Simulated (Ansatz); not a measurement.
The cation of CH5InO, SMILES `C[O][InH2]` at the neutral geometry.

```yaml
crystal:
  periodic: [false, false, false]
  atoms:
    - {symbol: C, position_ang: [-0.599876, 1.070029, -0.393565]}
    - {symbol: O, position_ang: [-0.772833, -0.170293, 0.227097]}
    - {symbol: In, position_ang: [0.705187, -1.456603, 0.556939]}
    - {symbol: H, position_ang: [-1.220779, 1.135606, -1.296630]}
    - {symbol: H, position_ang: [0.439320, 1.274031, -0.695120]}
    - {symbol: H, position_ang: [-0.910056, 1.881009, 0.278382]}
    - {symbol: H, position_ang: [2.211226, -0.867397, -0.008997]}
    - {symbol: H, position_ang: [0.147801, -2.866382, 1.331893]}
basis:
  gaussian: {orbitals: def2-TZVPP}
total_charge: 1
magnetization: {spin_polarized: true, initial_magnetization: 1}
hamiltonian: {xc: {name: wB97M-V}}
```

```sh
$ ansatz run in.yaml --threads 4 --pin off --events-out ev --progress --plain --max-ram 10444MiB
```

Shortened log:

```
Functional definition: wB97M-V
1050 factors; their error is unknown
258 factors; integrals over basis functions are off by at most 2.2e-5 eV
mean field evaluation 1: about -8309.3039 eV, gradient 6.5e1 eV
mean field evaluation 2: about -8170.4448 eV, gradient 1.5e2 eV
mean field evaluation 4: about -8325.6847 eV, gradient 8.8e0 eV
mean field evaluation 8: about -8326.4118 eV, gradient 3.5e0 eV
mean field evaluation 16: about -8327.4929 eV, gradient 3.4e-1 eV
mean field evaluation 32: about -8327.6957 eV, gradient 1.3e-5 eV
mean field -8327.69566913 eV, -306.0371711256 hartree, gradient 4.8e-6 eV, S^2 0.754305; 2 other end points of the search recorded, 0 dependent functions left out
reference -8327.69571971 eV, -306.0371729843 hartree; 20, 19 occupied and 162, 163 virtual orbitals, 1050 factors
Total energy: -8327.69571971 eV, -306.0371729843 hartree
```

Run time 39 s (4 threads of an Arm Neoverse V2 on a shared host); peak host memory 0.85 GiB.
